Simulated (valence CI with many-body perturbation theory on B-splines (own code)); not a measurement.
The numbers below are computed, except where a source is named.
**From CI to CI+MBPT in P⁸⁺**

Method: configuration interaction combined with many-body perturbation theory (CI+MBPT): five valence electrons over a frozen Dirac-Fock core [He], a basis of 9 s, 9 p, 8 d, 6 f, 3 g, 1 h functions for each j, with the one-electron correlation potential Σ1, the two-electron term Σ2, the three-electron term Σ3, Breit, model QED; selected CI, second order for the rest, scaled by the run's own slope (own B-spline code, finite nucleus).

No measured spectrum was set against this ion. As an estimate, levels of excited configurations hold to 0.05 to 0.15 % of their energy, terms of the ground configuration to about 0.5 %. Among the levels kept, up to 2100 cm⁻¹ of a level comes from second order outside the variational space, and about a tenth of that is noise between levels of different J, which matters for small intervals.

Each rung adds one term. CI alone is the Dirac-Coulomb CI over the frozen core; QED comes last and gives the full result, which names the levels. Energies are above 2s2.2p3 4S°_3/2 on the same rung, in cm⁻¹.

```csv
Level,CI alone
2s2.2p3 2D°_3/2,75911
2s2.2p3 2D°_5/2,76987
2s2.2p3 2P°_1/2,116084
2s2.2p3 2P°_3/2,117289
2s.2p4 4P_5/2,347389
2s.2p4 4P_3/2,352379
2s.2p4 4P_1/2,355137
2s.2p4 2D_3/2,478252
2s.2p4 2D_5/2,478435
2s.2p4 2S_1/2,559168
2s.2p4 2P_3/2,588456
2s.2p4 2P_1/2,594849
2p5 2P°_3/2,911633
2p5 2P°_1/2,920104
2s2.2p2.3s 4P_1/2,1742620
2s2.2p2.3s 4P_3/2,1746070
```

Problem. What do these energies become with core correlation, Breit and QED?

Solution. 2s2.2p3 2D°_3/2 76187 (+275); 2s2.2p3 2D°_5/2 76766 (-221); 2s2.2p3 2P°_1/2 116504 (+421); 2s2.2p3 2P°_3/2 117534 (+245); 2s.2p4 4P_5/2 345495 (-1894); 2s.2p4 4P_3/2 350535 (-1844); 2s.2p4 4P_1/2 353152 (-1984); 2s.2p4 2D_3/2 475715 (-2538); 2s.2p4 2D_5/2 475744 (-2691); 2s.2p4 2S_1/2 557120 (-2048); 2s.2p4 2P_3/2 584059 (-4397); 2s.2p4 2P_1/2 590351 (-4498); 2p5 2P°_3/2 905812 (-5820); 2p5 2P°_1/2 913917 (-6187); 2s2.2p2.3s 4P_1/2 1743820 (+1198); 2s2.2p2.3s 4P_3/2 1747080 (+1008).

Problem. How does the ionisation energy move along the ladder, and which term matters most?

Solution. CI alone 372.02, + Σ1 372.22, + Σ2 372.23, + Σ3 372.17, + Breit 372.14, + QED 372.14 eV. The largest step is Σ1, 0.21 eV. NIST lists 372.31 ± 0.21 eV (semi-empirical).
